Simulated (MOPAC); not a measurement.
Input file for MOPAC: AM1 on NaLi-, 2S+1 = 2, a spin state set in the input, which need not be the lowest, a point of a bond scan (R = 3.716 Å). Charge -1.

```
AM1 1SCF PRECISE CHARGE=-1 UHF MS=0.5 THREADS=1
LiNa

Li     0.00000000 1     0.00000000 1     0.00000000 1
Na     0.00000000 1     0.00000000 1     3.71595000 1
```

The log:

```
*******************************************************************************
 **                                                                           **
 **                              MOPAC v23.2.5                                **
 **                                                                           **
 *******************************************************************************
 ** MOPAC's Digital Object Identifier: https://doi.org/10.5281/zenodo.6511958 **
 **                                                                           **
 ** Please cite the open-source release paper for use of this MOPAC version:  **
 ** J. E. Moussa and J. J. P. Stewart (2026)                                  **
 ** MOPAC: An open-source semiempirical molecular orbital program             **
 ** J. Open Source Softw., 11(119), 8025, https://doi.org/10.21105/joss.08025 **
 *******************************************************************************

                              AM1 CALCULATION RESULTS

 *******************************************************************************
 *  AM1        - The AM1 Hamiltonian to be used
 *  UHF        - UNRESTRICTED HARTREE-FOCK CALCULATION
 *
 *
 *
 *                 CHARGE ON SYSTEM = -1
 *
 *
 *
 *  MS=        - IN MECI, MAGNETIC COMPONENT OF SPIN =  0.5
 *  PRECISE    - TIGHTER CRITERIA TO BE USED
 *  1SCF       - DO 1 SCF AND THEN STOP
 *  THREADS=1  - MULTI-THREADING NOT USED
 *  T=         - A TIME OF 172800.0 SECONDS REQUESTED
 *  DUMP=N     - RESTART FILE WRITTEN EVERY 7200.0 SECONDS REQUESTED
 *******************************************************************************
AM1 1SCF PRECISE CHARGE=-1 UHF MS=0.5 THREADS=1
 LiNa

   ATOM   CHEMICAL          X               Y               Z
  NUMBER   SYMBOL      (ANGSTROMS)     (ANGSTROMS)     (ANGSTROMS)

     1      Li          0.00000000  *   0.00000000  *   0.00000000  *
     2      Na          0.00000000  *   0.00000000  *   3.71595000  *



          CARTESIAN COORDINATES

    NO.       ATOM           X           Y           Z

     1        Li          0.0000      0.0000      0.0000
     2        Na          0.0000      0.0000      3.7160

 Li: (AM1): J. J. P. STEWART, J. MOL. MOD., 10, 155-164 (2004)
 Na: (AM1): J. J. P. STEWART, J. MOL. MOD., 10, 155-164 (2004)

           Empirical Formula: Li Na  =     2 atoms



      MOLECULAR POINT GROUP   :   C*v


          UHF CALCULATION, NO. OF ALPHA ELECTRONS =    2
                           NO. OF BETA  ELECTRONS =    1

 -------------------------------------------------------------------------------
 AM1 1SCF PRECISE CHARGE=-1 UHF MS=0.5 THREADS=1
 LiNa



     1SCF WAS SPECIFIED, SO BFGS WAS NOT USED
     SCF FIELD WAS ACHIEVED


                              AM1 CALCULATION
                                                       MOPAC v23.2.5 Linux




          FINAL HEAT OF FORMATION =         49.65927 KCAL/MOL =     207.77438 KJ/MOL


          COSMO AREA              =        126.57 SQUARE ANGSTROMS
          COSMO VOLUME            =        118.51 CUBIC ANGSTROMS

          IONIZATION POTENTIAL    =          0.553740 EV
          ALPHA SOMO LUMO (EV)    =         -0.554  2.551
          BETA  SOMO LUMO (EV)    =         -1.837  6.490
          NO. OF ALPHA ELECTRONS  =          2
          NO. OF BETA  ELECTRONS  =          1
          MOLECULAR WEIGHT        =         29.9298         POINT GROUP:  C*v

          MOLECULAR DIMENSIONS (Angstroms)

            Atom       Atom       Distance
           Na     2   Li     1     3.71595
           Na     2   Li     1     0.00000
           Li     1   Na     2     0.00000


          SCF CALCULATIONS        =          1





   ATOM   CHEMICAL          X               Y               Z
  NUMBER   SYMBOL      (ANGSTROMS)     (ANGSTROMS)     (ANGSTROMS)

     1      Li          0.00000000  *   0.00000000  *   0.00000000  *
     2      Na          0.00000000  *   0.00000000  *   3.71595000  *

                             CARTESIAN COORDINATES

   1   Li        0.000000000     0.000000000     0.000000000
   2   Na        0.000000000     0.000000000     3.715950000


           Empirical Formula: Li Na  =     2 atoms



      MOLECULAR POINT GROUP   :   C*v


          ALPHA EIGENVALUES
  -2.76841  -0.55374   2.55101   2.79668   4.01494   9.10353   9.10751   9.11221


           BETA EIGENVALUES
  -1.83748   6.48952   7.43158   7.63411   8.83084   8.84572   9.22633  11.79477


              NET ATOMIC CHARGES AND DIPOLE CONTRIBUTIONS

  ATOM NO.   TYPE          CHARGE      No. of ELECS.   s-Pop       p-Pop
    1         Li          -0.014187        1.0142     0.97236     0.04183
    2         Na          -0.985813        1.9858     0.98110     1.00471
 DIPOLE           X         Y         Z       TOTAL
 POINT-CHG.     0.000     0.000    -3.885     3.885
 HYBRID         0.000     0.000     2.085     2.085
 SUM            0.000     0.000    -1.800     1.800


          ATOMIC ORBITAL ELECTRON POPULATIONS

     Atom    s        px        py        pz
    1 Li   0.97236   0.00059   0.00000   0.04124
    2 Na   0.98110   0.99941   0.00000   0.00530


                    (SZ)    =    0.500000
                    (S**2)  =    1.710968


          ATOMIC ORBITAL SPIN POPULATIONS

    Atom   Total    s     px     py     pz
         Atomic
    1 Li -0.9703 -0.934  0.001  0.000 -0.037
    2 Na  1.9703  0.972  0.999  0.000 -0.001

 **********************
 *                    *
 * JOB ENDED NORMALLY *
 *                    *
 **********************




 == MOPAC DONE ==
```

The run finished. Its determinant has ⟨S²⟩ = 1.71, a mixture of spin states.

Cost: very roughly 0.020 core-seconds.
